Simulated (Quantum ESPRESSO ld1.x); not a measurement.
Values are calculated unless marked as measured or tabulated.
Ce45+, 13 electrons, occupied as [Ne] 3s2 3p1. Code: ld1.x of Quantum ESPRESSO 7.5. Model: Dirac Kohn-Sham, relativistic LDA (MacDonald-Vosko exchange, VWN5 correlation), spin-unpolarised, spherical densities, point nucleus; open shells are shared between the two j in proportion to 2j + 1.

Normalised radial functions P(r) = r R(r) (large component), r in bohr:

r,3p3/2,3d5/2
0.001564,0.0071,0.0000
0.002224,0.0138,0.0001
0.003162,0.0267,0.0003
0.004497,0.0511,0.0008
0.006394,0.0962,0.0022
0.009091,0.1769,0.0060
0.01293,0.3144,0.0159
0.01853,0.5377,0.0417
0.02635,0.8437,0.1027
0.03746,1.1834,0.2390
0.05327,1.3822,0.5135
0.07574,1.1260,0.9880
0.1077,0.1458,1.6318
0.1531,-1.3129,2.1783
0.2195,-2.2402,2.1465
0.3121,-1.7642,1.3742
0.4438,-0.6608,0.4778
0.631,-0.0957,0.0697
0.8972,-0.0038,0.0030
1.276,0.0000,0.0000

3p3/2: eigenvalue -3507.9 eV, 1 radial node at r = 0.112 bohr, <r> = 0.245 bohr, 90 % of the charge inside 0.362 bohr. 3d5/2 (empty): eigenvalue -3326.9 eV, 0 radial nodes, <r> = 0.214 bohr, 90 % of the charge inside 0.324 bohr.
